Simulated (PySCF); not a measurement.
# SMILES c1(F)c(C(=O)Br)occ1, C$_{5}$H$_{2}$BrFO$_{2}$

Geometry:
| atom | x (Å) | y (Å) | z (Å) |
| --- | --- | --- | --- |
| O1 | 2.851 | 0.574 | 0.086 |
| C2 | 2.006 | -0.256 | 0.056 |
| Br3 | 2.504 | -2.159 | 0.061 |
| C4 | 0.578 | -0.099 | 0.015 |
| O5 | -0.250 | -1.166 | -0.017 |
| C6 | -1.498 | -0.719 | -0.052 |
| C7 | -1.544 | 0.649 | -0.045 |
| C8 | -0.198 | 1.052 | -0.002 |
| F9 | 0.244 | 2.295 | 0.019 |
| H10 | -2.282 | -1.451 | -0.082 |
| H11 | -2.406 | 1.282 | -0.067 |

Level of theory: GIAO B3LYP/pcSseg-1 magnetisability, rotational g tensor and spin-rotation constants, non-relativistic, gas phase (PySCF 2.14.0). Geometry: GFN2-xTB.

The calculation is non-relativistic, which matters for the atoms heavier than Zn.

Q: Give the nuclear spin-rotation constants along the inertial axes (H = +C I·J) beside the isotropic shieldings.

A: Rotational constants 2.3588, 0.7310, 0.5581 GHz. A star marks the isotopologue with that one atom substituted, in its own axes.
```
atom  isotope  Caa (kHz)  Cbb (kHz)  Ccc (kHz)  mean (kHz)  σ (ppm)
 Br3     79Br      2.755      2.283      1.644       2.227   1544.8
  F9      19F      3.390      0.972     -0.004       1.453    310.4
 H10       1H     -0.259      0.079     -0.061      -0.080     24.3
 H11       1H      0.243     -0.079     -0.068       0.032     25.2
  O1     17O*     -1.338     -0.636     -0.069      -0.681   -239.3
  C2     13C*      1.229      0.231      0.168       0.543     10.9
  C4     13C*      0.849      0.310      0.115       0.425     44.5
  O5     17O*     -0.787     -0.315     -0.063      -0.389     38.6
  C6     13C*      0.949      0.330      0.112       0.464     28.1
  C7     13C*      0.949      0.240      0.081       0.423     68.8
  C8     13C*      0.962      0.344      0.144       0.484     10.9
```
For the geometry as given, no vibrational averaging.
